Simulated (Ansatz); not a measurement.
InCl₂F⁺. Charge 1, multiplicity 2. Geometry r2SCAN-D4/def2-SVP, that of the neutral singlet; atoms count from 1.

```xyz
4

In    0.0093   -0.0171   -0.0634
Cl   -2.1260   -0.1893    0.8245
Cl    1.8339    0.7270    1.1592
F     0.2828   -0.5206   -1.9204
```

In the def2 sets In takes a core potential; there is no spin–orbit coupling.

Problem. Estimate the Mulliken populations from the PBE0/def2-TZVP orbitals of Ansatz.

Solution. 
| atom | charge (e) | spin (α − β) |
| --- | --- | --- |
| In1 | 1.21 | -0.05 |
| Cl2 | 0.08 | 0.53 |
| Cl3 | 0.08 | 0.53 |
| F4 | -0.36 | 0.00 |
Mulliken values and Mayer orders depend strongly on the basis.

Problem. Where does the spin sit?

Solution. Summed by element: In -0.05, Cl 1.05, F 0.00, of 1 unpaired in all. Largest on single atoms: Cl2 0.53, Cl3 0.53, In1 -0.05.

Problem. And the Mayer bond orders between bonded heavy atoms (over 0.3)?

Solution. In1–Cl2 0.89 (2.32 Å); In1–Cl3 0.89 (2.32 Å); In1–F4 0.98 (1.94 Å). Values over 0.3 also appear between atoms too far apart for a bond (Cl2–Cl3 0.44 at 4.08 Å); they arise where an orbital or an unpaired electron spreads over both atoms.
